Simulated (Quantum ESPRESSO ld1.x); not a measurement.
Species: Rb II. Configuration: [Ar] 3d10 4s1.75 4p6 4d0.25 (fractional occupations, a model configuration). Method: Dirac Kohn-Sham, exchange-only LDA, spin-unpolarised, spherical densities, point nucleus; open shells fill j = l - 1/2 first; computed with ld1.x of Quantum ESPRESSO 7.5.

X-ray form factor f0, the Fourier transform of the density (f0(0) = 36):

| sin(theta)/lambda (1/angstrom) | f0 (electrons) |
|---|---|
| 0.05 | 35.379 |
| 0.1 | 33.775 |
| 0.15 | 31.628 |
| 0.2 | 29.316 |
| 0.25 | 27.106 |
| 0.3 | 25.131 |
| 0.4 | 21.914 |
| 0.5 | 19.358 |
| 0.6 | 17.127 |
| 0.8 | 13.248 |
| 1 | 10.275 |
| 1.25 | 7.899 |
| 1.5 | 6.577 |
| 2 | 5.196 |
